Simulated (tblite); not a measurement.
Compound: C6H8O5.
SMILES with atom numbers: `[CH3:1][O:2][C@@H:3]1[O:4][C:5](=[O:6])[C:7](=[O:8])[O:9][C@H:10]1[CH3:11]` (hydrogens: H12, H13, H14 on C1; H15 on C3; H16 on C10; H17, H18, H19 on C11)

Computed geometry: GFN2-xTB, gas phase.

Problem. List the bond lengths, angles and torsions at this level.

Solution. 
```
                     bond  length (bohr)   order
                    C1–O2          2.682  single
                    O2–C3          2.610  single
                    C3–O4          2.690  single
                    O4–C5          2.550  single
                    C5=O6          2.256  double
                    C5–C7          2.916  single
                    C7=O8          2.259  double
                    C7–O9          2.528  single
                   O9–C10          2.692  single
                  C10–C11          2.880  single
                   C3–C10          2.897  single
   C1–H12, C1–H13, C1–H14          2.062  single
                   C3–H15          2.083  single
                  C10–H16          2.069  single
C11–H17, C11–H18, C11–H19          2.054  single
```

Bonds in one row agree within 0.02 bohr and their mean is given. Orders are formal, as drawn. A selection of angles:
```
     angle  degrees
  C1–O2–C3    114.5
  O2–C3–O4    111.9
 O2–C3–C10    108.0
 O4–C3–C10    109.3
  C3–O4–C5    117.0
  O4–C5–O6    121.0
  O4–C5–C7    116.8
  O6–C5–C7    122.2
  C5–C7–O8    121.4
  C5–C7–O9    117.0
  O8–C7–O9    121.5
 C7–O9–C10    119.0
O9–C10–C11    111.3
 C3–C10–O9    108.4
C3–C10–C11    112.5
```

Dihedral angles: C1–O2–C3–O4 -66° (synclinal); O2–C3–O4–C5 -76° (synclinal); C3–O4–C5–O6 -179° (antiperiplanar); O4–C5–C7–O8 153° (antiperiplanar); C5–C7–O9–C10 8° (synperiplanar); C7–O9–C10–C11 -88° (synclinal); O2–C3–C10–O9 59° (synclinal).

The 8 C–O bonds span 1.194 Å (C5=O6, drawn double) to 1.424 Å (O9–C10, drawn single), a spread of 0.230 Å. O9 (ester single-bonded oxygen) is bent (angle 119.0°). Of the pairs four or more bonds apart, O2···C7 is among the closest relative to their van der Waals radii: 2.96 Å, 92 % of the sum of Bondi's values. The 6-membered ring C3–O4–C5–C7–O9–C10 has internal angles of 108.4° to 119.0° (sum 687°, against 720° for a flat polygon); it is puckered, 0.24 Å rms from its mean plane, widest ring torsion 63°.

Point group: C1 (no symmetry element, even within 0.4 Å). Its GFN2-xTB frequencies are all real (lowest 58 cm⁻¹). One conformer, not necessarily the lowest. 3 starts were optimised and ended at 0.00, 0.01 and 1.78 kcal/mol (GFN2-xTB); the lowest of these is shown.
